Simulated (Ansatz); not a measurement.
C₃H₆FNSi, SMILES `FC1=NCC[SiH2]1`, charge 0, multiplicity 1.

(1) Give a relaxed structure at PBE0-D4/def2-TZVP (the Gaussian-basis code of Ansatz). (Best estimate.)

## Answers

(1) The calculation gave: 
```xyz
12

F    -0.468   -2.623    1.009
C    -0.136   -1.422    0.529
N     1.073   -1.141    0.363
C     1.320    0.180   -0.191
C     0.068    1.094   -0.247
Si   -1.368   -0.079    0.027
H     1.733    0.033   -1.193
H     2.116    0.641    0.398
H     0.093    1.825    0.566
H     0.018    1.654   -1.181
H    -2.136   -0.463   -1.185
H    -2.313    0.301    1.106
```
This is one stationary point; other conformers may exist.
